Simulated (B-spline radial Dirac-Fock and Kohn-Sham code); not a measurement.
ΔSCF core binding energies without Breit or QED terms, calculated with a radial finite-basis atomic code.

A sound run for the free cobalt atom in the configuration 1s2 2s2 2p6 3s2 3p6 3d7 4s2: The ground state converged in 11 iterations, with total energy -1392.00192 Ha, virial ratio 1.98458 and highest orbital energy -7.42 eV. ΔSCF binding energies: K (1s) 7735.3 eV, L3 (2p3/2) 794.8 eV. Holes are computed only in closed shells, and unreliable hole states are left out.

A second run, with one unsound setting: The ground state converged in 13 iterations, with total energy -1591.26881 Ha, virial ratio 1.24505 and highest orbital energy -6.27 eV. ΔSCF binding energies: K (1s) 6656.5 eV, L3 (2p3/2) 782.0 eV. Holes are computed only in closed shells, and unreliable hole states are left out.

```
iter   energy (Ha)        error
   1    -1579.16192314  2.76e+00
   2    -1570.76844329  6.26e-01
   3    -1589.64769220  2.64e-01
   4    -1591.14661544  8.99e-02
   5    -1591.21765989  4.06e-02
   6    -1591.22510683  4.20e-02
   7    -1591.26863866  1.91e-03
   8    -1591.26879461  8.63e-04
   9    -1591.26880960  2.44e-04
  13    -1591.26881101  1.00e-07
```

Task: Which fault fits the second run best?
A. box too small
B. tolerance below the noise
C. overfilled shell
D. speed of light below Z

Result: D. The input had c_factor = 0.1334: c_factor makes c so small that Zα exceeds 1, so any numbers that come out have no meaning.
